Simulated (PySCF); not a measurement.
GaF2, SMILES [F][Ga][F], multiplicity 2.

Coordinates come from a ωB97X-D3(BJ)/def2-TZVP optimisation. The multiplicity is an assumed one; other spin states were not compared. The isomer is the one that the SMILES or the coordinates give; other isomers of the formula were not compared.

Computed with TDA-LC-ωPBE/def2-SVPD (PySCF).

Vertical excitations. The molecule is in vacuum.

```csv
state,energy (eV),λ (nm),f,main pairs
root 1,4.45,279,0.108,α HOMO→LUMO 97 %
root 2,5.63,220,0.002,β HOMO→LUMO 94 %
root 3,5.77,215,0.000,β HOMO−1→LUMO 94 %
root 4,6.08,204,0.009,β HOMO−2→LUMO 89 %
root 5,6.22,199,0.027,β HOMO−3→LUMO 92 %
root 6,6.74,184,0.005,"α HOMO→LUMO+3 7 %, β HOMO−4→LUMO 83 %"
root 7,6.97,178,0.168,α HOMO→LUMO+2 86 %
root 8,7.13,174,0.244,α HOMO→LUMO+3 87 %
root 9,7.92,157,0.055,"α HOMO→LUMO+1 76 %, β HOMO−5→LUMO 14 %"
root 10,8.16,152,0.016,"α HOMO−3→LUMO 22 %, α HOMO→LUMO+1 17 %, β HOMO−5→LUMO 54 %"
```
Unrestricted roots are not spin-pure.
